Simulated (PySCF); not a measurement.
**TiC⁻ at ROHF**

Level: ROHF. PySCF, no relativity, basis sets Ti def2-TZVPPD, C def2-TZVPPD.

```json
{
 "state": "²Σ⁺ (doublet), unpaired electrons σ ↑",
 "bond length": "1.571 Å",
 "harmonic wavenumber": "1150 cm⁻¹",
 "force constant": "7.47 mdyn/Å",
 "rotational constant Be": "0.7112 cm⁻¹",
 "anharmonicity ωexe": "6.31 cm⁻¹",
 "vibration–rotation constant αe": "0.00380 cm⁻¹",
 "bond order (Mayer)": "3.15",
 "dipole moment (positive dipole points towards C; it is taken about the centre of mass and depends on that origin)": "-2.36 D"
}
```

UHF is strongly spin-contaminated for TiC⁻, so the ROHF reference used there is far from stable. Hartree–Fock leaves out correlation, which carries a large part of most bond energies and some tenths to 1 eV of ionisation energies. With d or f electrons several states lie close, and the lowest PBE0 determinant need not be the measured ground state.
